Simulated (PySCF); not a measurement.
As₂BFH₄, SMILES FB([AsH2])[AsH2]. The structure is a stationary point at B3LYP-D3(BJ)/def2-SVP. The structure was generated by enumeration, and PubChem lists no compound with its InChIKey, so it may never have been made.

Computed with PySCF with B3LYP-D3(BJ)/def2-SVP.

Harmonic wavenumbers (cm⁻¹): 114, 131, 164, 242, 317, 330, 546, 593, 685, 688, 828, 990, 997, 1288, 2185, 2188, 2203, 2208. Rotational constants (GHz): 4.876, 0.9967, 0.8390; symmetry number 2.

**Question.** Work out the zero-point energy and the ideal-gas rigid-rotor harmonic-oscillator thermochemistry at 298.15 K and 1 atm.

**Answer.** ZPE = ½ Σ hcν = ½ × 16698 cm⁻¹ = 23.87 kcal/mol. H − E(el) = 28.77 kcal/mol. Entropy in cal/(mol K): translation 41.53, rotation 27.38, vibration 15.06, total 83.97. G − E(el) = 3.74 kcal/mol. Cp = 24.18 cal/(mol K). Modes under 150 cm⁻¹ make the vibrational entropy uncertain.
